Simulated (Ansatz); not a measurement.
CH₇GaO, singlet: at a first-order saddle point.

Input (in.yaml):

```yaml
crystal:
  periodic: [false, false, false]
  atoms:
    - {symbol: Ga, position_ang: [-0.914426, 1.204908, -0.045568]}
    - {symbol: O, position_ang: [0.685091, 0.163350, 0.386066]}
    - {symbol: C, position_ang: [0.602879, -1.241920, 0.436672]}
    - {symbol: H, position_ang: [-2.124307, 0.274815, -0.366457]}
    - {symbol: H, position_ang: [-0.858534, 2.626769, 0.579396]}
    - {symbol: H, position_ang: [0.653055, 0.662132, -0.835960]}
    - {symbol: H, position_ang: [0.199589, 1.195176, -1.521775]}
    - {symbol: H, position_ang: [1.609002, -1.661410, 0.519583]}
    - {symbol: H, position_ang: [0.021712, -1.562506, 1.307881]}
    - {symbol: H, position_ang: [0.125838, -1.661214, -0.459838]}
basis:
  gaussian: {orbitals: def2-SVP}
hamiltonian: {xc: {name: wB97M-V}}
```

Run by:

```bash
ansatz run in.yaml --threads 4 --pin off --events-out ev --progress --plain --max-ram 9574MiB
```

The run's output (Ansatz 0.2.0):

```
Functional definition: wB97M-V
  name "wB97M-V"
  cite "Mardirossian & Head-Gordon, J. Chem. Phys. 144, 214110 (2016) doi:10.1063/1.4952647"
  cite "Becke, J. Chem. Phys. 107, 8554 (1997) doi:10.1063/1.475007"
  cite "Vydrov & Van Voorhis, J. Chem. Phys. 133, 244103 (2010) doi:10.1063/1.3521275"
  # Of w^i u^j: cxij and so on, Table III.
  parameter omega = 0.3/bohr
  parameter cx = 0.15
  parameter cx01 = 1.007
  parameter cx10 = 0.259
  parameter css00 = 0.443
  parameter css04 = -1.437
  parameter css10 = -4.535
  parameter css20 = -3.390
  parameter css43 = 4.278
  parameter cos00 = 1.000
  parameter cos10 = 1.358
  parameter cos20 = 2.924
  parameter cos21 = -8.812
  parameter cos60 = -1.390
  parameter cos61 = 9.142
  parameter b = 6.0
  parameter c = 0.01
  gx(w, u) = 1 - cx + cx01*u + cx10*w
  gss(w, u) = css00 + css04*u^4 + css10*w + css20*w^2 + css43*w^4*u^3
  gos(w, u) = cos00 + cos10*w + (cos20 + cos21*u)*w^2 + (cos60 + cos61*u)*w^6
  exchange = spin_sum(e_x_unif_sr(omega)*gx(b97_w, b97_u_x)) + cx*exact_x_sr(omega) + exact_x_lr(omega)
  correlation = spin_sum(e_c_pw_mod_same_spin*gss(b97_w, b97_u_same))
      + integral(e_c_pw_mod_opposite_spin*gos(b97_w_opposite, b97_u_opposite)) + vv10(b, c)
960 factors; integrals over basis functions are off by at most 1.5e-3 eV
272 factors; integrals over basis functions are off by at most 8.3e-6 eV
mean field evaluation 1: about -55557.3582 eV, gradient 4.1e1 eV
mean field evaluation 2: about -55556.1109 eV, gradient 5.2e1 eV
mean field evaluation 4: about -55560.5319 eV, gradient 1.9e0 eV
mean field evaluation 8: about -55560.6203 eV, gradient 9.6e-2 eV
mean field evaluation 16: about -55560.6204 eV, gradient 3.1e-5 eV
mean field -55560.62036675 eV, -2041.8151381368 hartree, gradient 3.1e-5 eV, S^2 0.000000; 0 other end points of the search recorded, 0 dependent functions left out
reference -55560.62041468 eV, -2041.8151398983 hartree; 26, 26 occupied and 69, 69 virtual orbitals, 960 factors
Total energy: -55560.62041468 eV, -2041.8151398983 hartree
```

The run took about 3.6 s on 4 CPU threads of an Arm Neoverse V2 (shared host).
